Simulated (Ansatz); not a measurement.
Reaction (ligand exchange at the Si–O bond): `CO[SiH](C)C` + `CNC` → `CN(C)[SiH](C)C` + CH₃OH

Computed with Ansatz on PBE0-D4/def2-TZVP structures; ΔE is electronic, products minus reactants. CCSD(T)/CBS adds triple-zeta CCSD(T) − MP2 to the extrapolated MP2 energy (def2 sets, frozen cores). This one scheme is used for every species. Functionals use def2-TZVPP. HSE06 is defined as in plane-wave codes. Each species was taken in one conformer, which may not be the lowest.

```
             level  ΔE (kcal/mol)
          HSE06-D4           11.2
            revPBE           12.9
         CAM-B3LYP           14.1
SCS-MP2/def2-TZVPP           12.2
```

Question: What does CCSD(T)/CBS give? (Best estimate.)

Answer: The calculation gave: +11.8 kcal/mol. The listed levels differ from it by -0.6, 1.1, 2.3, 0.4 kcal/mol.

Largest T1 diagnostic among the species: 0.010.

The D4 term adds −2.1 kcal/mol with B3LYP and −1.3 kcal/mol with PBE0; it sums over pairs of atoms, weighted by their polarisabilities, and B3LYP, whose exchange is more repulsive, gets the larger term. Leaving LDA and LC-ωPBE aside and taking each functional with its dispersion term where it has one, the values, not all of them listed here, spread over 3.3 kcal/mol, from revPBE-D4 to B2PLYP. LDA lies −1.4 kcal/mol from PBE without D4.

B3LYP here is the variant with VWN-RPA as its local correlation; programs differ in this.
